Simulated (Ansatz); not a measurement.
`[OH][Ga]1[O][SiH2][S]1`. Total charge 0; spin multiplicity 1.

```xyz
8

O     1.861   -1.385    1.508
Ga    0.771   -0.521    0.431
O    -0.835    0.187    0.913
Si   -1.225    0.796   -0.568
S     0.556    0.160   -1.649
H     2.668   -1.692    1.088
H    -1.351    2.274   -0.575
H    -2.444    0.181   -1.147
```

Question: What are the harmonic wavenumbers in cm⁻¹ at PBE0-D4/def2-TZVP (Ansatz, finite differences of forces, unscaled)? (Estimate.)

Answer: Ansatz gave: 112, 144, 198, 284, 306, 386, 497, 593, 630, 677, 745, 837, 871, 886, 990, 2236, 2239, 3898.

Question: Is this a minimum?

Answer: Yes, all 18 modes are real.

Question: Give the ideal-gas thermochemistry at 298.15 K and 1 bar (rigid rotor, harmonic oscillator; point group Cs, symmetry number 1).

Answer: Zero-point energy 98.9 kJ/mol; H(298) − E = 119.5 kJ/mol; entropy 350.7 J/(mol·K), of which translation 172.5, rotation 116.4, vibration 61.7; G(298) − E = 14.9 kJ/mol.

Question: And at 400, 500, 600, 800 and 1000 K?

Answer: 
```tsv
T (K)	H − E (kJ/mol)	S (J/mol/K)	G − E (kJ/mol)
400	131.2	384.4	-22.5
500	144.1	413.0	-62.4
600	157.8	438.1	-105.0
800	187.2	480.3	-197.0
1000	218.4	515.0	-296.6
```
